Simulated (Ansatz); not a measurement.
B(OPMe3)Cl3 (C₃H₉BCl₃OP), 18 atoms. Hardware: 4 threads of Intel Xeon on a shared host.

Correlated methods freeze 25 core orbitals.

(1) How many basis functions does each of these Ansatz runs have, and roughly what does it cost? HF/STO-3G, charge 0 singlet, energy; PBE0-D4/def2-SVP, charge 0 singlet, energy, from earlier orbitals; PBE-D4/def2-TZVP, charge 0 triplet at the geometry of the charge 0 singlet, energy, from earlier orbitals; PBE-D4/def2-SVP, charge 0 singlet, energy, from earlier orbitals; CCSD(T)/def2-SVP, charge 0 singlet, energy, from earlier orbitals; PBE-D4/def2-TZVP, charge 0 singlet, energy and forces, from earlier orbitals; PBE0-D4/def2-TZVP, charge 0 triplet at the geometry of the charge 0 singlet, energy; r2SCAN-D4/def2-TZVP, charge 0 singlet, energy, from earlier orbitals; r2SCANh-D4/def2-TZVP, charge 0 singlet, energy, from earlier orbitals; r2SCAN-D4/def2-SVP, charge 0 singlet, relaxation, 8 steps; PBE0-D4/def2-TZVP, charge 0 singlet, energy, from earlier orbitals; PBE-D4/def2-TZVP, charge 1 doublet at the geometry of the charge 0 singlet, energy, from earlier orbitals.

Answers

(1) Other jobs shared the machine, so times can vary by a factor of up to 3. A dash marks memory too small to be measured apart from the calling script's.

```csv
run,functions,fitting or Cholesky vectors,wall time,peak host memory (GiB)
"HF/STO-3G, charge 0 singlet, energy",70,893,1.3 s,–
"PBE-D4/def2-SVP, charge 0 singlet, energy, from earlier orbitals",187,2085,6 s,–
"PBE0-D4/def2-SVP, charge 0 singlet, energy, from earlier orbitals",187,1822,11 s,0.59
"PBE-D4/def2-TZVP, charge 0 singlet, energy and forces, from earlier orbitals",357,2294,17 s,0.83
"r2SCAN-D4/def2-TZVP, charge 0 singlet, energy, from earlier orbitals",357,2294,22 s,0.88
"PBE0-D4/def2-TZVP, charge 0 singlet, energy, from earlier orbitals",357,2342,29 s,1.7
"PBE-D4/def2-TZVP, charge 1 doublet at the geometry of the charge 0 singlet, energy, from earlier orbitals",357,2294,34 s,0.98
"r2SCANh-D4/def2-TZVP, charge 0 singlet, energy, from earlier orbitals",357,2294,41 s,1.7
"r2SCAN-D4/def2-SVP, charge 0 singlet, relaxation, 8 steps",187,2085,62 s,–
"PBE-D4/def2-TZVP, charge 0 triplet at the geometry of the charge 0 singlet, energy, from earlier orbitals",357,2294,78 s,2.1
"PBE0-D4/def2-TZVP, charge 0 triplet at the geometry of the charge 0 singlet, energy",357,2304,2.2 min,2.3
"CCSD(T)/def2-SVP, charge 0 singlet, energy, from earlier orbitals",187,1822,3 min,2.5
```
